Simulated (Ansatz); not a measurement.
Total energies of the cluster Si₄Cl₂ (the lowest singlet isomer of a short search) from Ansatz at PBE-D4/def2-TZVPD, gas phase (1 Eh = 27.2114 eV = 2625.5 kJ/mol). The reference geometry is relaxed at B3LYP-D4/def2-SVP.

```xyz
6

Si   -1.2516    0.4109    0.0780
Si    1.2512   -0.4130   -0.0810
Si    0.1138    0.9715   -1.7822
Si   -0.1102   -0.9681    1.7828
Cl    0.1038    2.4551    0.1520
Cl   -0.1069   -2.4564   -0.1496
```

| state | geometry | energy (Eh) |
| --- | --- | --- |
| charge 0 singlet | reference | -2077.52126 |
| charge -1 doublet | reference | -2077.57933 |
| free Si atom (triplet) | – | -289.22297 |
| free Cl atom (doublet) | – | -459.95933 |

Question: Work out the vertical electron affinity, to the doublet.

Answer: E(charge 0 singlet) − E(charge -1 doublet) = -2077.52126 − (-2077.57933) = 0.05807 Eh = 1.58 eV.

Question: What is the binding energy per atom against free atoms?

Answer: Atoms: 4 × (-289.22297) + 2 × (-459.95933) = -2076.81054 Eh. Binding: -2076.81054 − (-2077.52126) = 0.71072 Eh = 19.34 eV, or 3.22 eV for each of 6 atoms (no zero-point energy, no counterpoise term).

The restricted singlet is unstable towards broken spin symmetry in Hartree–Fock (as tested in another run); at PBE-D4/def2-TZVPD this wasn't settled. At PBE-D4/def2-TZVPD the highest occupied level of the charge -1 doublet lies above zero (up to 0.49 eV). By energy differences its removal costs 1.58 eV (vertical, to the charge 0 singlet, at PBE-D4/def2-TZVPD); a positive level beside a positive removal energy at the same level points to self-interaction error. 

The structure comes from a short search, and lower isomers may exist.
